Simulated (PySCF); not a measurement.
SMILES C[SiH](C)O[SiH2][O][GeH3] (C₂H₁₂GeO₂Si₂), singlet (GFN2-xTB optimised geometry):

```
19

Si    -0.398    -2.231     2.830
C     -0.738    -3.978     3.483
C      0.872    -1.311     3.905
O      0.204    -2.428     1.329
Si     0.710    -1.658     0.000
O      0.295    -0.089     0.000
Ge    -0.746     1.114     0.682
H     -1.640    -1.440     2.713
H     -1.154    -3.938     4.485
H      0.170    -4.572     3.526
H     -1.444    -4.507     2.852
H      0.489    -1.112     4.901
H      1.788    -1.886     4.014
H      1.139    -0.358     3.455
H      2.166    -1.658     0.000
H      0.030    -2.312    -1.110
H     -0.341     1.335     2.110
H     -0.478     2.312    -0.178
H     -2.166     0.640     0.577
```

Method: PySCF with CAM-B3LYP/def2-SVP.

**Question.** What are the frontier orbital energies and the dipole moment?

**Answer.** HOMO-2 -9.89 eV, HOMO-1 -9.68 eV, HOMO -9.30 eV, LUMO 1.52 eV, LUMO+1 2.40 eV; dipole moment 1.51 D.

On the same geometry PySCF with PBE/def2-SVP gives HOMO-2 -7.02 eV, HOMO-1 -6.86 eV, HOMO -6.49 eV, LUMO -0.38 eV, LUMO+1 0.55 eV; dipole moment 1.44 D.

Meta-Löwdin charges at CAM-B3LYP/def2-SVP: Si1 1.01, C2 -0.55, C3 -0.56, O4 -0.82, Si5 1.09, O6 -0.80, Ge7 0.65, H8 -0.15, H9 0.11, H10 0.11, H11 0.11, H12 0.11, H13 0.11, H14 0.11, H15 -0.15, H16 -0.15, H17 -0.09, H18 -0.07, H19 -0.08.
